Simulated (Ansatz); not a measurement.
`F[Si]([SiH3])Cl` radical. The species carries charge 0 and has multiplicity 2.

Cartesian coordinates in Å:
```
F 0.043 0.314 2.382
Si -0.064 -0.748 1.186
Si -0.368 0.389 -0.859
Cl 1.724 -1.766 1.129
H -0.436 -0.648 -1.918
H -1.653 1.131 -0.793
H 0.753 1.328 -1.127
```

Q: List the harmonic frequencies (cm⁻¹, unscaled) at PBE0-D4/def2-TZVP in Ansatz. (Estimate.)

A: The calculation gave: 93, 106, 171, 236, 380, 495, 508, 565, 845, 880, 927, 931, 2218, 2240, 2247.

Q: Is this a minimum?

A: Yes, all 15 modes are real.

Q: Give the ideal-gas thermochemistry at 298.15 K and 1 bar (rigid rotor, harmonic oscillator; point group C1, symmetry number 1).

A: Zero-point energy 76.8 kJ/mol; H(298) − E = 96.6 kJ/mol; entropy 349.8 J/(mol·K), of which translation 167.9, rotation 115.0, vibration 61.2, electronic 5.8; G(298) − E = -7.7 kJ/mol. Modes under 100 cm⁻¹ are hindered rotations or soft bends, so the harmonic entropy is rough.

Q: And at 400, 500, 600, 800 and 1000 K?

A: 
```tsv
T (K)	H − E (kJ/mol)	S (J/mol/K)	G − E (kJ/mol)
400	106.9	379.5	-44.9
500	118.1	404.3	-84.1
600	130.0	426.0	-125.6
800	155.4	462.5	-214.6
1000	182.5	492.7	-310.2
```

Q: Rotational constants (cm⁻¹)?

A: 0.1457, 0.07202, 0.0518.
